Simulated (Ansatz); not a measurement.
`N#[C][In]([Cl])[Cl]` + `[OH][GaH2]` → `N#C[O][GaH2]` + `[Cl][InH][Cl]` at 500 K and 1 bar (substitution at a C–In bond).

Isolated molecules relaxed with PBE0-D4/def2-TZVP in Ansatz; ΔE leaves out vibrations. CCSD(T)/CBS adds triple-zeta CCSD(T) − MP2 to the extrapolated MP2 energy (def2 sets, frozen cores). Elements past krypton have def2 core potentials. For Ga, In outer-core shells are correlated without core-valence functions, which leaves a few kJ/mol of doubt a bond. Scalar relativity is left out up to krypton.

```
              species  CCSD(T)/CBS energy (Eh)  H − E (kJ/mol)  S (J/(mol·K))
`N#[C][In]([Cl])[Cl]`              -1202.20735            65.5          415.4
         `[OH][GaH2]`              -2000.92981            96.0          296.8
       `N#C[O][GaH2]`              -2093.04540           102.4          354.4
      `[Cl][InH][Cl]`              -1110.06218            50.7          349.4
```

H − E and S are ideal-gas, rigid-rotor, harmonic terms from PBE0-D4/def2-TZVP. 1 Eh = 2625.50 kJ/mol, R = 8.31446 J/(mol·K).

Task: By hand: ΔE, ΔH, ΔS and ΔG.

Result: ΔE = (-2093.04540) + (-1110.06218) − (-1202.20735) − (-2000.92981) = 0.02958 Eh = 77.7 kJ/mol. Δ(H − E) = 102.4 + 50.7 − 65.5 − 96.0 = -8.4, so ΔH = 69.3 kJ/mol. ΔS = 354.4 + 349.4 − 415.4 − 296.8 = -8.4 J/(mol·K). ΔG = 69.3 − 500 × (-8.4)/1000 = 73.5 kJ/mol.

Task: By hand: the equilibrium constant, and the temperature at which ΔG would vanish if ΔH and ΔS stayed fixed.

Result: log₁₀ K = −ΔG/(RT ln 10) = -7.7. ΔH and −TΔS have one sign here, so there is no such temperature.

The number of gas molecules stays the same, so ΔS is small and ΔH decides. A doubt of 5 kJ/mol in ΔE shifts log₁₀ K by 0.5 here. These are equilibria of isolated gas molecules and say nothing of rates. Largest T1 diagnostic: 0.015 (customary marks: 0.02 for closed shells, 0.045 for open ones).
